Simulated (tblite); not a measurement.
Parent: `[CH3:1][Si:2]1([CH3:3])[CH2:4][O:5][SiH2:6][O:7]1`, C3H10O2Si2.

Structures optimised with GFN2-xTB, isolated species. One conformer each, not checked by frequencies here.

```json
{"coordinate of the parent": "C1–Si2", "value": "1.896 Å"}
{"coordinate of the parent": "Si2–C3", "value": "1.896 Å"}
{"coordinate of the parent": "Si2–C4", "value": "1.932 Å"}
{"coordinate of the parent": "C4–O5", "value": "1.419 Å"}
{"coordinate of the parent": "O5–Si6", "value": "1.624 Å"}
{"coordinate of the parent": "Si6–O7", "value": "1.646 Å"}
{"coordinate of the parent": "Si2–O7", "value": "1.637 Å"}
{"coordinate of the parent": "C1–Si2–C3", "value": "113.1°"}
{"coordinate of the parent": "C1–Si2–C4", "value": "112.9°"}
{"coordinate of the parent": "C1–Si2–O7", "value": "110.3°"}
{"coordinate of the parent": "C3–Si2–C4", "value": "112.9°"}
{"coordinate of the parent": "C3–Si2–O7", "value": "110.4°"}
{"coordinate of the parent": "C4–Si2–O7", "value": "95.9°"}
{"coordinate of the parent": "Si2–C4–O5", "value": "107.2°"}
{"coordinate of the parent": "C4–O5–Si6", "value": "118.5°"}
{"coordinate of the parent": "O5–Si6–O7", "value": "101.5°"}
{"coordinate of the parent": "Si2–O7–Si6", "value": "116.9°"}
```

Problem. How does the shared frame change in `[CH3:1][Si@@:2]1([CH2:3][CH2:4][SiH3:5])[CH2:6][O:7][SiH2:8][O:9]1` with C1–Si2–C3–C4 53°, Si2–C3–C4–Si5 179°, C4H14O2Si3? Atoms pair as C1 = C1, Si2 = Si2, C3 = C3, C4 = C6, O5 = O7, Si6 = Si8, O7 = O9 (parent first).

Solution. 
| parent | relative | value in the relative | change |
| --- | --- | --- | --- |
| C1–Si2 | C1–Si2 | 1.898 Å | +0.002 |
| Si2–C3 | Si2–C3 | 1.899 Å | +0.003 |
| Si2–C4 | Si2–C6 | 1.932 Å | 0.000 |
| C4–O5 | C6–O7 | 1.418 Å | -0.001 |
| O5–Si6 | O7–Si8 | 1.624 Å | 0.000 |
| Si6–O7 | Si8–O9 | 1.643 Å | -0.003 |
| Si2–O7 | Si2–O9 | 1.637 Å | 0.000 |
| C1–Si2–C3 | C1–Si2–C3 | 114.2° | +1.1 |
| C1–Si2–C4 | C1–Si2–C6 | 111.8° | -1.1 |
| C1–Si2–O7 | C1–Si2–O9 | 110.0° | -0.3 |
| C3–Si2–C4 | C3–Si2–C6 | 113.3° | +0.4 |
| C3–Si2–O7 | C3–Si2–O9 | 110.0° | -0.4 |
| C4–Si2–O7 | C6–Si2–O9 | 96.1° | +0.2 |
| Si2–C4–O5 | Si2–C6–O7 | 107.0° | -0.2 |
| C4–O5–Si6 | C6–O7–Si8 | 118.5° | 0.0 |
| O5–Si6–O7 | O7–Si8–O9 | 101.7° | +0.2 |
| Si2–O7–Si6 | Si2–O9–Si8 | 116.6° | -0.3 |

No shared bond changes by more than 0.004 Å. Bonds of the relative outside the shared frame: C3–C4 1.529, C4–Si5 1.902 Å. Point group Cs → C1.

Problem. How does the shared frame change in `[CH3:1][Si@@:2]1([CH2:3][O:4][CH:5]=[O:6])[CH2:7][O:8][SiH2:9][O:10]1` with C1–Si2–C3–O4 62°, Si2–C3–O4–C5 15°, C3–O4–C5–O6 -1°, C1–Si2–C7–O8 100°, Si2–C7–O8–Si9 5°, C7–O8–Si9–O10 2°, O8–Si9–O10–Si2 -10°, C4H10O4Si2? Atoms pair as C1 = C1, Si2 = Si2, C3 = C3, C4 = C7, O5 = O8, Si6 = Si9, O7 = O10 (parent first).

Solution. 
| parent | relative | value in the relative | change |
| --- | --- | --- | --- |
| C1–Si2 | C1–Si2 | 1.901 Å | +0.005 |
| Si2–C3 | Si2–C3 | 1.923 Å | +0.027 |
| Si2–C4 | Si2–C7 | 1.924 Å | -0.008 |
| C4–O5 | C7–O8 | 1.414 Å | -0.005 |
| O5–Si6 | O8–Si9 | 1.625 Å | +0.001 |
| Si6–O7 | Si9–O10 | 1.634 Å | -0.012 |
| Si2–O7 | Si2–O10 | 1.653 Å | +0.016 |
| C1–Si2–C3 | C1–Si2–C3 | 115.4° | +2.3 |
| C1–Si2–C4 | C1–Si2–C7 | 117.7° | +4.8 |
| C1–Si2–O7 | C1–Si2–O10 | 104.8° | -5.5 |
| C3–Si2–C4 | C3–Si2–C7 | 119.0° | +6.1 |
| C3–Si2–O7 | C3–Si2–O10 | 98.7° | -11.7 |
| C4–Si2–O7 | C7–Si2–O10 | 95.0° | -0.9 |
| Si2–C4–O5 | Si2–C7–O8 | 107.7° | +0.5 |
| C4–O5–Si6 | C7–O8–Si9 | 117.8° | -0.7 |
| O5–Si6–O7 | O8–Si9–O10 | 101.8° | +0.3 |
| Si2–O7–Si6 | Si2–O10–Si9 | 116.2° | -0.7 |

Of the parent's bonds, Si2–C3 changes most (+0.027 Å). Bonds of the relative outside the shared frame: C3–O4 1.433, O4–C5 1.295, C5=O6 1.205 Å. Point group Cs → C1.

Problem. How does the shared frame change in `[CH3:1][Si@:2]1([CH2:3][CH:4]([F:5])[F:6])[CH2:7][O:8][SiH2:9][O:10]1` with C1–Si2–C3–C4 -54°, Si2–C3–C4–F5 65°, C4H10F2O2Si2? Atoms pair as C1 = C1, Si2 = Si2, C3 = C3, C4 = C7, O5 = O8, Si6 = Si9, O7 = O10 (parent first).

Solution. 
| parent | relative | value in the relative | change |
| --- | --- | --- | --- |
| C1–Si2 | C1–Si2 | 1.894 Å | -0.002 |
| Si2–C3 | Si2–C3 | 1.910 Å | +0.014 |
| Si2–C4 | Si2–C7 | 1.927 Å | -0.005 |
| C4–O5 | C7–O8 | 1.419 Å | 0.000 |
| O5–Si6 | O8–Si9 | 1.623 Å | -0.001 |
| Si6–O7 | Si9–O10 | 1.648 Å | +0.002 |
| Si2–O7 | Si2–O10 | 1.633 Å | -0.004 |
| C1–Si2–C3 | C1–Si2–C3 | 114.3° | +1.2 |
| C1–Si2–C4 | C1–Si2–C7 | 113.6° | +0.7 |
| C1–Si2–O7 | C1–Si2–O10 | 110.9° | +0.6 |
| C3–Si2–C4 | C3–Si2–C7 | 113.2° | +0.3 |
| C3–Si2–O7 | C3–Si2–O10 | 106.7° | -3.7 |
| C4–Si2–O7 | C7–Si2–O10 | 96.4° | +0.5 |
| Si2–C4–O5 | Si2–C7–O8 | 106.6° | -0.6 |
| C4–O5–Si6 | C7–O8–Si9 | 118.7° | +0.2 |
| O5–Si6–O7 | O8–Si9–O10 | 101.6° | +0.1 |
| Si2–O7–Si6 | Si2–O10–Si9 | 116.2° | -0.7 |

Of the parent's bonds, Si2–C3 changes most (+0.014 Å). Bonds of the relative outside the shared frame: C3–C4 1.505, C4–F5 1.358, C4–F6 1.361 Å. Point group Cs → C1.

Problem. How does the shared frame change in `[CH3:1][Si@:2]1([CH2:3][NH:4][SiH3:5])[CH2:6][O:7][SiH2:8][O:9]1` with C1–Si2–C3–N4 176°, Si2–C3–N4–Si5 157°, C3H13NO2Si3? Atoms pair as C1 = C1, Si2 = Si2, C3 = C3, C4 = C6, O5 = O7, Si6 = Si8, O7 = O9 (parent first).

Solution. 
```csv
parent,relative,value in the relative,change
C1–Si2,C1–Si2,1.894 Å,-0.002
Si2–C3,Si2–C3,1.908 Å,+0.012
Si2–C4,Si2–C6,1.931 Å,-0.001
C4–O5,C6–O7,1.419 Å,0.000
O5–Si6,O7–Si8,1.621 Å,-0.003
Si6–O7,Si8–O9,1.649 Å,+0.003
Si2–O7,Si2–O9,1.636 Å,-0.001
C1–Si2–C3,C1–Si2–C3,114.8°,+1.7
C1–Si2–C4,C1–Si2–C6,114.6°,+1.7
C1–Si2–O7,C1–Si2–O9,110.7°,+0.4
C3–Si2–C4,C3–Si2–C6,111.2°,-1.7
C3–Si2–O7,C3–Si2–O9,107.6°,-2.8
C4–Si2–O7,C6–Si2–O9,96.0°,+0.1
Si2–C4–O5,Si2–C6–O7,107.2°,0.0
C4–O5–Si6,C6–O7–Si8,118.5°,0.0
O5–Si6–O7,O7–Si8–O9,101.6°,+0.1
Si2–O7–Si6,Si2–O9–Si8,116.6°,-0.3
```

Of the parent's bonds, Si2–C3 changes most (+0.012 Å). Bonds of the relative outside the shared frame: C3–N4 1.449, N4–Si5 1.714 Å. Point group Cs → C1.

These are computed values.
